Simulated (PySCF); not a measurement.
How methods differ on the ionisation energy of S²⁺

S²⁺ [Ne] 3s2 3p2 [3p1/2^2, M_J = 0] → S³⁺ [Ne] 3s2 3p1 [3p1/2^1, M_J = 1/2], as a difference of total energies. Calculation: PySCF 2.14, in x2c-TZVPall-2c; the two-component X2C-1e Hamiltonian. Correlated levels: [Ne] frozen; the 6 highest virtual spinors dropped. "Screened" scales the spin-orbit matrix elements by Boettger's factors to mimic the two-electron term; Breit and QED terms are absent.

| method | ionisation energy (eV) |
| --- | --- |
| GHF (spin-free) | 33.972 |
| GMP2 (spin-free) | 34.593 |
| GHF (screened spin-orbit) | 33.935 |
| GMP2 (screened spin-orbit) | 34.556 |

**Question.** How much does correlation contribute at GMP2 (screened spin-orbit)?

**Answer.** 34.556 − (33.935) = 0.621 eV, measured against GHF (screened spin-orbit).

Errors of the correlated levels include the incompleteness of this basis and the frozen core.

The labels give the starting determinants; with spin-orbit coupling the two ends relaxed to ⟨J²⟩ = 1.89, ⟨L²⟩ = 2.01, ⟨S²⟩ = 2.00 and ⟨J²⟩ = 0.94, ⟨L²⟩ = 2.05, ⟨S²⟩ = 0.77.

The determinant of S²⁺ mixes levels of different J (the jj label is only the starting occupation), so the difference between spin-free and spin-orbit rows is not the physical spin-orbit shift.

For comparison: 34.86 ± 0.04 eV (semi-empirical (NIST evaluation); NIST Atomic Spectra Database, ionization energies).
